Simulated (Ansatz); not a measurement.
A search over several starts for the lowest SCF solution of Cr(SH)2 (CrH₂S₂) at the given spin, in a small basis.

```yaml
crystal:
  periodic: [false, false, false]
  atoms:
    - {symbol: Cr, position_ang: [0.233647, -0.614594, 0.016708]}
    - {symbol: S, position_ang: [-0.168373, 0.128723, 2.060030]}
    - {symbol: H, position_ang: [1.071107, 0.681598, 2.181166]}
    - {symbol: S, position_ang: [0.077702, 0.109768, -2.066651]}
    - {symbol: H, position_ang: [-1.214082, -0.305486, -2.191253]}
basis:
  gaussian: {orbitals: def2-SVP, initial_orbitals: start.molden}
magnetization: {spin_polarized: true, initial_magnetization: 2}
hamiltonian: {xc: pbe0, dispersion: d4}
output: {orbitals: {seedname: orbitals}}
```

The file start.molden holds the orbitals of an earlier run on this structure, at another level or in another basis.

```sh
$ ansatz run in.yaml --threads 4 --pin off --events-out ev --progress --plain --max-ram 3916MiB
```

It prints (some lines left out):

```
Functional definition: PBE0
779 factors; integrals over basis functions are off by at most 1.1e-3 eV
mean field evaluation 1: about -50100.4438 eV, gradient 7.3e0 eV
mean field evaluation 2: about -50100.8255 eV, gradient 4.9e-1 eV
mean field evaluation 4: about -50100.8978 eV, gradient 2.2e-2 eV
mean field evaluation 8: about -50100.8978 eV, gradient 2.5e-5 eV
mean field evaluation 16: about -49931.4237 eV, gradient 1.1e2 eV
mean field evaluation 32: about -50100.8466 eV, gradient 2.6e0 eV
mean field evaluation 64: about -50100.8179 eV, gradient 1.1e0 eV
mean field evaluation 96: about -50100.7607 eV, gradient 3.4e-2 eV
mean field -50100.89780597 eV, -1841.1740347612 hartree, gradient 7.8e-6 eV, S^2 3.030167; 10 other end points of the search recorded, 0 dependent functions left out
reference -50100.89785721 eV, -1841.1740366444 hartree; 30, 28 occupied and 47, 49 virtual orbitals, 779 factors
Total energy: -50101.00827271 eV, -1841.1780943391 hartree
```

It took 13 s on 4 threads of Arm Neoverse V1 on a shared host.

The charge 0 triplet is spin-contaminated (final ⟨S²⟩ up to 3.03, 2.00 for a pure state). At PBE0-D4/def2-TZVP a quintet of charge 0 lies 1.39 eV below the triplet, each at its own geometry.
